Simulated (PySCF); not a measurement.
A structure optimised at PBE-D3(BJ)/def2-SVP, used in a PySCF frequency run:

```xyz
8

C      0.0139     1.1228     0.0000
N      1.1625     0.3817     0.0000
C      0.7048    -0.8645     0.0000
N     -0.6565    -0.8498     0.0000
N     -1.1210     0.4181     0.0000
H      0.0050     2.2205     0.0000
H      1.2997    -1.7871     0.0000
H     -1.3125    -1.6336     0.0000
```
Charge 0, spin multiplicity 1.

Problem. Write its SMILES, formula and point group.

Solution. c1nc[nH]n1, C2H3N3, Cs

Problem. What are its rotational constants (standard atomic weights)?

Solution. 10.195, 9.7213, 4.9763 GHz
